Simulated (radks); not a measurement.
Neutral europium inside a hard spherical wall (all orbitals vanish at R), configuration held at [Xe] 4f7 6s2 and not refilled when levels cross. Method: scalar-relativistic Kohn-Sham, PBEsol, spin-unpolarised, spherical densities, finite nucleus; Fermi nuclear charge, rms radius 5.1115 fm; computed with a radial shooting solver on a logarithmic mesh with Libxc functionals. Eigenvalues in eV, with the zero of energy where the potential of the charges vanishes at infinity; a dash marks a level that is unbound or too diffuse for the functional's potential to be trusted. A positive occupied level is held by the wall or, in an anion where self-interaction has pushed it up, behind a barrier. The pressure on the wall is -dE/dV.

R (bohr),E (hartree),kinetic (hartree),e(5s),e(5p),e(6s),e(4f),"e(5d, empty)","e(6p, empty)",pressure (GPa)
free,-10839.5387,11610.241,-44.691,-23.794,-3.641,-2.759,-1.576,-1.180,0
20,-10839.5387,11610.241,-44.691,-23.794,-3.641,-2.759,-1.576,-1.179,< 0.0001
10,-10839.5357,11610.267,-44.506,-23.612,-3.494,-2.579,-1.404,-0.798,0.0670
8,-10839.5192,11610.368,-43.962,-23.078,-2.983,-2.045,-0.898,0.160,0.654
6,-10839.4159,11610.827,-42.287,-21.464,-0.762,-0.369,0.822,3.786,7.49
3.5,-10837.7051,11617.317,-32.916,-12.378,23.435,10.288,13.411,36.432,476
2.5,-10830.7675,11641.759,-12.724,10.232,92.579,34.054,44.842,116.77,5920
1.5,-10763.2507,11844.702,131.94,177.31,521.50,143.67,247.77,572.02,212000
